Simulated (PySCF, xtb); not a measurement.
C2H8O2Si, SMILES C[Si@H](OC)O.

GFN2-xTB (xtb 6.7.1) at its own geometry gives an orbital gap of 7.23 eV and a dipole moment of 1.26 D.

The structure is a stationary point at r2SCAN-D4/def2-SVP. The structure was generated by enumeration; whether it is a known compound was not checked. The values are those of a single conformer.

Problem. What does PySCF with CAM-B3LYP/def2-TZVP give? (Estimate from the structure and the level; the computed values follow.)

Solution. gap 11.15 eV (levels -9.54 and 1.61 eV), dipole 0.64 D.
